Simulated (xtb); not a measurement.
xtb input (GFN2-xTB):

```bash
xtb mol.xyz --gfn 2 --sp --chrg 0 --uhf 0
```
mol.xyz:
```
13

C     -2.04392687     1.85200806     0.27704078
O     -0.65158515     1.67213631     0.51813939
Si     0.21759402     0.33540512     0.24605983
Br    -0.50239036    -1.34931641     1.48324175
Br     0.02793116    -0.21316416    -1.91058331
O      1.75979496     0.59661160     0.63175450
C      2.60872438     1.58430715     0.04634263
H     -2.27426157     1.70300147    -0.77970182
H     -2.29596110     2.87167380     0.56167720
H     -2.63064622     1.15402924     0.87760872
H      2.70747068     1.41798382    -1.02819423
H      2.21311125     2.58549350     0.22488970
H      3.58557924     1.49109237     0.51638538
```

End of the output:

```
         :::::::::::::::::::::::::::::::::::::::::::::::::::::
         ::                     SUMMARY                     ::
         :::::::::::::::::::::::::::::::::::::::::::::::::::::
         :: total energy             -25.547209869151 Eh    ::
         :: gradient norm              0.024249017513 Eh/a0 ::
         :: HOMO-LUMO gap              6.538093046352 eV    ::
         ::.................................................::
         :: SCC energy               -25.704994906107 Eh    ::
         :: -> isotropic ES            0.068473489508 Eh    ::
         :: -> anisotropic ES         -0.006335711572 Eh    ::
         :: -> anisotropic XC         -0.026963651679 Eh    ::
         :: -> dispersion             -0.011498381136 Eh    ::
         :: repulsion energy           0.157785036956 Eh    ::
         :: add. restraining           0.000000000000 Eh    ::
         :: total charge              -0.000000000000 e     ::
         :::::::::::::::::::::::::::::::::::::::::::::::::::::

           -------------------------------------------------
          |                Property Printout                |
           -------------------------------------------------

    * Orbital Energies and Occupations

         #    Occupation            Energy/Eh            Energy/eV
      -------------------------------------------------------------
         1        2.0000           -0.8841887             -24.0600
       ...           ...                  ...                  ...
        10        2.0000           -0.5766207             -15.6906
        11        2.0000           -0.5681927             -15.4613
        12        2.0000           -0.5630011             -15.3200
        13        2.0000           -0.5291569             -14.3991
        14        2.0000           -0.4944135             -13.4537
        15        2.0000           -0.4855338             -13.2120
        16        2.0000           -0.4826932             -13.1348
        17        2.0000           -0.4718989             -12.8410
        18        2.0000           -0.4601766             -12.5220
        19        2.0000           -0.4457221             -12.1287
        20        2.0000           -0.4418736             -12.0240
        21        2.0000           -0.4398159             -11.9680
        22        2.0000           -0.4373894             -11.9020 (HOMO)
        23                         -0.1971189              -5.3639 (LUMO)
        24                         -0.1767489              -4.8096
        25                         -0.1500912              -4.0842
        26                         -0.1370402              -3.7291
        27                         -0.0425070              -1.1567
        28                         -0.0225489              -0.6136
        29                         -0.0052935              -0.1440
        30                          0.0179420               0.4882
        31                          0.0200576               0.5458
        32                          0.0204281               0.5559
        33                          0.0213551               0.5811
       ...                                ...                  ...
        49                          1.0863840              29.5620
      -------------------------------------------------------------
                  HL-Gap            0.2402705 Eh            6.5381 eV
             Fermi-level           -0.3172542 Eh           -8.6329 eV

     #   Z          covCN         q      C6AA      α(0)
     1   6 C        3.682     0.041    20.088     6.418
     2   8 O        1.619    -0.356    20.040     6.042
     3  14 Si       3.325     0.666   111.222    21.220
     4  35 Br       0.850    -0.170   189.548    22.198
     5  35 Br       0.849    -0.186   190.003    22.224
     6   8 O        1.619    -0.367    20.231     6.071
     7   6 C        3.691     0.046    19.977     6.396
     8   1 H        0.924     0.053     2.281     2.362
     9   1 H        0.925     0.066     2.133     2.284
    10   1 H        0.924     0.050     2.323     2.383
    11   1 H        0.924     0.048     2.349     2.397
    12   1 H        0.924     0.047     2.359     2.402
    13   1 H        0.925     0.063     2.161     2.299

 Mol. C6AA /au·bohr⁶  :       4172.095254
 Mol. C8AA /au·bohr⁸  :     180690.022910
 Mol. α(0) /au        :        104.696450

Wiberg/Mayer (AO) data.
largest (>0.10) Wiberg bond orders for each atom

 ---------------------------------------------------------------------------
     #   Z sym  total        # sym  WBO       # sym  WBO       # sym  WBO
 ---------------------------------------------------------------------------
     1   6 C    3.924 --    10 H    0.986     8 H    0.984     9 H    0.981
                             2 O    0.968
     2   8 O    2.298 --     3 Si   1.165     1 C    0.968
     3  14 Si   4.350 --     2 O    1.165     6 O    1.138     4 Br   1.032
                             5 Br   1.014
     4  35 Br   1.210 --     3 Si   1.032
     5  35 Br   1.197 --     3 Si   1.014
     6   8 O    2.271 --     3 Si   1.138     7 C    0.968
     7   6 C    3.927 --    12 H    0.988    11 H    0.986    13 H    0.982
                             6 O    0.968
     8   1 H    0.997 --     1 C    0.984
     9   1 H    0.996 --     1 C    0.981
    10   1 H    0.997 --     1 C    0.986
    11   1 H    0.998 --     7 C    0.986
    12   1 H    0.998 --     7 C    0.988
    13   1 H    0.996 --     7 C    0.982
 ---------------------------------------------------------------------------

Topologies differ in total number of bonds
Writing topology from bond orders to xtbtopo.mol

molecular dipole:
                 x           y           z       tot (Debye)
 q only:       -0.178       0.845      -0.192
   full:        0.514       2.179       0.380       5.772
molecular quadrupole (traceless):
Note: The following floating-point exceptions are signalling: IEEE_UNDERFLOW_FLAG IEEE_DENORMAL
normal termination of xtb
                xx          xy          yy          xz          yz          zz
 q only:        7.114      -0.151      -0.100      -1.232      -0.055      -7.014
  q+dip:       12.460      -3.593       2.111       1.114       4.481     -14.571
   full:       14.044      -2.886       1.493       0.734       3.815     -15.536

           -------------------------------------------------
          | TOTAL ENERGY              -25.547209869151 Eh   |
          | GRADIENT NORM               0.024249017513 Eh/α |
          | HOMO-LUMO GAP               6.538093046352 eV   |
           -------------------------------------------------

------------------------------------------------------------------------
------------------------------------------------------------------------
 total:
 SCF:
```
